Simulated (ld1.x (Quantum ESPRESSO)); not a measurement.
## Reading a pseudo-wave (Cu)

Columns: radius, all-electron u(r) and pseudo u(r) of the 4s shell (level -22.15 eV) of copper in the configuration [Ar] 3d9 4s0 4p0; PBEsol, scalar-relativistic, TM semilocal scheme, ld1.x (Quantum ESPRESSO) 7.5.

| r (bohr) | all-electron | pseudo |
| --- | --- | --- |
| 0.130 | -0.1896 | -0.0222 |
| 0.260 | -0.0505 | -0.0464 |
| 0.390 | 0.2376 | -0.0745 |
| 0.520 | 0.3450 | -0.1090 |
| 0.650 | 0.2834 | -0.1521 |
| 0.780 | 0.1322 | -0.2063 |
| 0.910 | -0.0481 | -0.2728 |
| 1.040 | -0.2231 | -0.3509 |
| 1.170 | -0.3764 | -0.4369 |
| 1.300 | -0.5015 | -0.5240 |
| 1.430 | -0.5976 | -0.6034 |
| 1.560 | -0.6665 | -0.6673 |
| 1.690 | -0.7112 | -0.7112 |
| 1.820 | -0.7354 | -0.7354 |
| 1.950 | -0.7426 | -0.7426 |
| 2.080 | -0.7361 | -0.7361 |
| 2.210 | -0.7189 | -0.7189 |
| 2.340 | -0.6936 | -0.6936 |
| 2.470 | -0.6624 | -0.6624 |
| 2.600 | -0.6273 | -0.6273 |
| 2.730 | -0.5895 | -0.5895 |
| 2.860 | -0.5505 | -0.5505 |
| 2.990 | -0.5110 | -0.5110 |
| 3.120 | -0.4719 | -0.4719 |
| 3.250 | -0.4337 | -0.4337 |
| 3.380 | -0.3969 | -0.3969 |

How many radial nodes do the two functions have?

The all-electron 4s function has n − l − 1 = 3 (the table is too coarse to show those close to the nucleus); the pseudo-wave has 0, since the states of the same l below it are removed with the core.

At about which radius was the pseudo-wave matched?

1.95 bohr. The columns agree to 0.0005 from 1.69 bohr on; several derivatives are matched, so the curves merge somewhat inside the radius.

Where does each function peak?

Outermost all-electron maximum near 1.95 bohr, pseudo maximum near 1.95 bohr (to the table’s step).

Is the pseudo-wave norm-conserving?

Yes: the TM semilocal scheme keeps the norm inside the radius equal to the all-electron one, which fixes the energy derivative of the logarithmic derivative at the level.
